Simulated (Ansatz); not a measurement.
`C[O][Mo](=[O])([F])=[S]` + HCl → `C[O][Mo](=[O])(=[S])[Cl]` + H–F at 500 K and 1 bar (ligand exchange at a Mo–F bond).

Gas-phase electronic energies from Ansatz, PBE0-D4/def2-TZVP geometries. CCSD(T)/CBS is the MP2 limit (def2-TZVPP, def2-QZVPP) plus CCSD(T) − MP2 in def2-TZVPP, frozen cores. This one scheme is used for every species. Elements past krypton have def2 core potentials. For Mo outer-core shells are correlated without core-valence functions, which leaves a few kJ/mol of doubt a bond. One conformer a species, not always the lowest.

| species | CCSD(T)/CBS energy (Eh) | H − E (kJ/mol) | S (J/(mol·K)) |
| --- | --- | --- | --- |
| `C[O][Mo](=[O])([F])=[S]` | -756.05596 | 178.9 | 450.9 |
| HCl | -460.38127 | 32.5 | 201.9 |
| `C[O][Mo](=[O])(=[S])[Cl]` | -1116.04987 | 177.8 | 464.6 |
| H–F | -100.39570 | 39.4 | 188.7 |

H − E and S are ideal-gas, rigid-rotor, harmonic terms from PBE0-D4/def2-TZVP, for one conformer and one mirror image of each species. 1 Eh = 2625.50 kJ/mol, R = 8.31446 J/(mol·K).

Question: By hand: ΔE, ΔH, ΔS and ΔG.

Answer: ΔE = (-1116.04987) + (-100.39570) − (-756.05596) − (-460.38127) = -0.00834 Eh = -21.9 kJ/mol. Δ(H − E) = 177.8 + 39.4 − 178.9 − 32.5 = 5.8, so ΔH = -16.1 kJ/mol. ΔS = 464.6 + 188.7 − 450.9 − 201.9 = 0.5 J/(mol·K). ΔG = -16.1 − 500 × (0.5)/1000 = -16.4 kJ/mol.

Question: By hand: the equilibrium constant, and the temperature at which ΔG would vanish if ΔH and ΔS stayed fixed.

Answer: log₁₀ K = −ΔG/(RT ln 10) = 1.7. ΔH and −TΔS have one sign here, so there is no such temperature. One of them is within its doubt of zero, so this could turn.

The number of gas molecules stays the same, so ΔS is small and ΔH decides. A doubt of 5 kJ/mol in ΔE shifts log₁₀ K by 0.5 here. Other conformers and mirror images would add mixing entropy, several J/(mol·K) or more a flexible species. Modes under 60 cm⁻¹, often nearly free rotors, make the harmonic entropy too high. These are equilibria of isolated gas molecules and say nothing of rates. Largest T1 diagnostic: 0.024 (customary marks: 0.02 for closed shells, 0.045 for open ones).
